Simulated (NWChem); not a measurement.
System: AlH2Se2F; SMILES [SeH][Al]([F])[SeH]

The following NWChem deck was run.

```
start job
memory heap 200 mb stack 900 mb global 1100 mb
geometry units angstroms noautosym nocenter noautoz
  Al     0.000000     0.000000    -0.694051
  F      0.000000     0.000000    -2.372206
  Se     2.060990    -0.256711     0.338907
  H      1.426225    -0.175949     1.681220
  Se    -2.060990     0.256711     0.338907
  H     -1.426225     0.175949     1.681220
end
basis spherical
  * library cc-pvtz
end
dft
  xc pbe0
  iterations 150
  semidirect filesize 400000000
end
property
  efieldgrad
end
task dft property
```

NWChem printed, in part:

```
             Northwest Computational Chemistry Package (NWChem) 7.3.0
             --------------------------------------------------------

                             Geometry "geometry" -> ""
                             -------------------------

 Output coordinates in angstroms (scale by  1.889725989 to convert to a.u.)

  No.       Tag          Charge          X              Y              Z
 ---- ---------------- ---------- -------------- -------------- --------------
    1 Al                  13.0000     0.00000000     0.00000000    -0.69405100
    2 F                    9.0000     0.00000000     0.00000000    -2.37220600
    3 Se                  34.0000     2.06099000    -0.25671100     0.33890700
    4 H                    1.0000     1.42622500    -0.17594900     1.68122000
    5 Se                  34.0000    -2.06099000     0.25671100     0.33890700
    6 H                    1.0000    -1.42622500     0.17594900     1.68122000

 Effective nuclear repulsion energy (a.u.)     521.7785474131

                              NWChem Property Module
                              ----------------------

  itol2e modified to match energy
  convergence criterion.

                                 NWChem DFT Module
                                 -----------------

 Summary of "ao basis" -> "ao basis" (spherical)
 ------------------------------------------------------------------------------
       Tag                 Description            Shells   Functions and Types
 ---------------- ------------------------------  ------  ---------------------
 Al                         cc-pvtz                 12       34   5s4p2d1f
 F                          cc-pvtz                 10       30   4s3p2d1f
 Se                         cc-pvtz                 15       43   6s5p3d1f
 H                          cc-pvtz                  6       14   3s2p1d

  itol2e modified to match energy
  convergence criterion.

            General Information
            -------------------
          SCF calculation type: DFT
          Wavefunction type:  closed shell.
          No. of atoms     :     6
          No. of electrons :    92
           Alpha electrons :    46
            Beta electrons :    46
          Charge           :     0
          Spin multiplicity:     1
          Use of symmetry is: off; symmetry adaption is: off
          Maximum number of iterations: 150
          AO basis - number of functions:   178
                     number of shells:    64
          Convergence on energy requested:  1.00D-07
          Convergence on density requested:  1.00D-05
          Convergence on gradient requested:  5.00D-04

              XC Information
              --------------
                         PBE0 Method XC Functional
                     Hartree-Fock (Exact) Exchange  0.250
          PerdewBurkeErnzerhof Exchange Functional  0.750
            Perdew 1991 LDA Correlation Functional  1.000 local
           PerdewBurkeErnz. Correlation Functional  1.000 non-local

             Grid Information
             ----------------
          Grid used for XC integration:  fine
          Radial quadrature: Mura-Knowles
          Angular quadrature: Lebedev.
          Tag              B.-S. Rad. Rad. Pts. Rad. Cut. Ang. Pts.
          ---              ---------- --------- --------- ---------
          Al                  1.25      123          10.0       770
          F                   0.50       70          12.0       590
          Se                  1.15      140          12.0       974
          H                   0.35       60          12.0       590
          Grid pruning is: on
          Number of quadrature shells:   593
          Spatial weights used:  Erf1

      Superposition of Atomic Density Guess
      -------------------------------------

 Sum of atomic energies:       -5141.99369029

      Non-variational initial energy
      ------------------------------

 Total energy =   -5142.649197
 1-e energy   =   -8205.144241
 2-e energy   =    2540.716497
 HOMO         =      -0.303052
 LUMO         =      -0.021075

[...]

          -----------------------
          Electric field gradient
          -----------------------

 1 a.u. = 0.324123 10**(16) esu/cm**3  ( or statvolts/cm**2 ) = 0.97174 10**(22) v/m**2

 ------------------------------------------------------------
   Atom      X         Y         Z
 ------------------------------------------------------------
    1 Al   0.00000   0.00000  -1.31157
 ------------------------------------------------------------

 Electric field gradient in molecular frame (a.u.)
         XX             YY             ZZ             XY             XZ             YZ
 ------------------------------------------------------------------------------------------
        0.398897      -0.822076       0.423179      -0.154397       0.000000       0.000000

 Principal components (a.u.) and orientation
 of principal axis w.r.t. absolute frame                      Asymmetry parameter eta
 --------------------------------------------------------------------------------------
       -0.841297       0.423179       0.418119                       0.006015

        0.123540       0.000000       0.992340
        0.992340      -0.000000      -0.123540
       -0.000000       1.000000      -0.000000

 ------------------------------------------------------------
   Atom      X         Y         Z
 ------------------------------------------------------------
    2 F    0.00000   0.00000  -4.48282
 ------------------------------------------------------------

 Electric field gradient in molecular frame (a.u.)
         XX             YY             ZZ             XY             XZ             YZ
 ------------------------------------------------------------------------------------------
        0.449196       0.223662      -0.672858      -0.028382       0.000000       0.000000

 Principal components (a.u.) and orientation
 of principal axis w.r.t. absolute frame                      Asymmetry parameter eta
 --------------------------------------------------------------------------------------
       -0.672858       0.452713       0.220145                       0.345641

       -0.000000       0.992410       0.122969
       -0.000000      -0.122969       0.992410
        1.000000       0.000000       0.000000

 ------------------------------------------------------------
   Atom      X         Y         Z
 ------------------------------------------------------------
    3 Se   3.89471  -0.48511   0.64044
 ------------------------------------------------------------

 Electric field gradient in molecular frame (a.u.)
         XX             YY             ZZ             XY             XZ             YZ
 ------------------------------------------------------------------------------------------
       -0.117254       3.295553      -3.178299       0.434114       0.594432      -0.081236

 Principal components (a.u.) and orientation
 of principal axis w.r.t. absolute frame                      Asymmetry parameter eta
 --------------------------------------------------------------------------------------
        3.349914      -3.293586      -0.056328                       0.966370

        0.124059      -0.187121       0.974472
        0.992274       0.024435      -0.121634
       -0.001051       0.982033       0.188707

 ------------------------------------------------------------
   Atom      X         Y         Z
 ------------------------------------------------------------
    4 H    2.69517  -0.33250   3.17705
 ------------------------------------------------------------

 Electric field gradient in molecular frame (a.u.)
         XX             YY             ZZ             XY             XZ             YZ
 ------------------------------------------------------------------------------------------
        0.034719       0.092299      -0.127018       0.007411       0.095200      -0.012129

 Principal components (a.u.) and orientation
 of principal axis w.r.t. absolute frame                      Asymmetry parameter eta
 --------------------------------------------------------------------------------------
       -0.171815       0.093238       0.078578                       0.085323

       -0.419594       0.123863       0.899221
        0.053387       0.992299      -0.111773
        0.906141      -0.001108       0.422975

 ------------------------------------------------------------
   Atom      X         Y         Z
 ------------------------------------------------------------
    5 Se  -3.89471   0.48511   0.64044
 ------------------------------------------------------------

 Electric field gradient in molecular frame (a.u.)
         XX             YY             ZZ             XY             XZ             YZ
 ------------------------------------------------------------------------------------------
       -0.117254       3.295553      -3.178299       0.434114      -0.594432       0.081236

 Principal components (a.u.) and orientation
 of principal axis w.r.t. absolute frame                      Asymmetry parameter eta
 --------------------------------------------------------------------------------------
        3.349914      -3.293586      -0.056328                       0.966370

        0.124059       0.187121       0.974472
        0.992274      -0.024435      -0.121634
        0.001051       0.982033      -0.188707

 ------------------------------------------------------------
   Atom      X         Y         Z
 ------------------------------------------------------------
    6 H   -2.69517   0.33250   3.17705
 ------------------------------------------------------------

 Electric field gradient in molecular frame (a.u.)
         XX             YY             ZZ             XY             XZ             YZ
 ------------------------------------------------------------------------------------------
        0.034719       0.092299      -0.127018       0.007411      -0.095200       0.012129

[...]
```

Level: PBE0/cc-pVTZ. All runs use the structure optimised with PBE-D3(BJ)/def2-SVP. NWChem prints the field gradient with the sign opposite to the second derivative of the potential.
